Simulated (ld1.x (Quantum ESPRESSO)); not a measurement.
Pseudopotential generation for Mo (Z = 42): TM semilocal, PBEsol, scalar-relativistic.

ld1.x (Quantum ESPRESSO) 7.5 input, shortened:

```
&input
   title='Mo', zed=42., rel=1, dft='PBESOL', iswitch=3,
   config='[Kr] 4d4.5 5s0 5p0'
 /
 &inputp
   pseudotype=1, tm=.true., lloc=0,
   nlcc=.true., rcore=2.05
 /
3
5P  2  1   0.00   0.00  2.95  2.95  0.0
4D  3  2   4.50   0.00  2.35  2.35  0.0
5S  1  0   0.00   0.00  2.75  2.75  0.0
 &test
   configts(1)='4d4.5 5s0 5p0'
 /
```

Q: Estimate the cutoffs (Ry, on a coarse ladder) from which the occupation-weighted sum of valence levels, in a spherical-Bessel basis at the reference potential, stays within 10 and 1 mRy of its value at 400 Ry.

A: 35 Ry and 40 Ry.

Q: Tests: 4d5 5s1 5p0; 4d5 5s0 5p0; 4d4 5s0 5p0; 4d2 5s0 5p0; 4d4 5s1 5p1; 4d4 5s2 5p0; 4d4 5s1 5p0. Which has the largest error in its energy relative to the reference configuration, and how large is it?

A: 4d2 5s0 5p0, with -894 meV (all-electron minus pseudo) on +75.23 eV.
